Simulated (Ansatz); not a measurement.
Consider the ligand exchange at the Si–O bond: `O[Si](F)(F)F` + H₂S → `F[Si](F)(F)S` + H₂O.

Program: Ansatz. Geometries: PBE0-D4/def2-TZVP. ΔE: electronic, gas phase. CCSD(T)/CBS is the MP2 limit (def2-TZVPP, def2-QZVPP) plus CCSD(T) − MP2 in def2-TZVPP, frozen cores. This one scheme is used for every species. DFT in def2-TZVPP. One conformer a species, not always the lowest.

**Question.** Is it downhill or uphill in electronic energy at CCSD(T)/CBS, and by how much? (An estimate is asked.)

**Answer.** Ansatz gave: Uphill: ΔE = +57.7 kJ/mol.

**Question.** What do these levels give: LDA (SPW92), PBE-D4, ωB97X-V, CAM-B3LYP, CCSD/def2-TZVPP, CCSD/CBS(def2)? (Best estimate.)

**Answer.** Computed: LDA (SPW92) 53.0, PBE-D4 44.0, ωB97X-V 57.9, CAM-B3LYP 67.8, CCSD/def2-TZVPP 66.5, CCSD/CBS(def2) 61.3 kJ/mol.

Largest T1 diagnostic among the species: 0.012.

The D4 term adds −5.1 kJ/mol with B3LYP and −2.7 kJ/mol with PBE0; it sums over pairs of atoms, weighted by their polarisabilities, and B3LYP, whose exchange is more repulsive, gets the larger term. From PBE to PBE0 (25 % exact exchange), in def2-TZVPP and without D4, ΔE moves by +5.7 kJ/mol.

B3LYP here is the variant with VWN-RPA as its local correlation; programs differ in this.
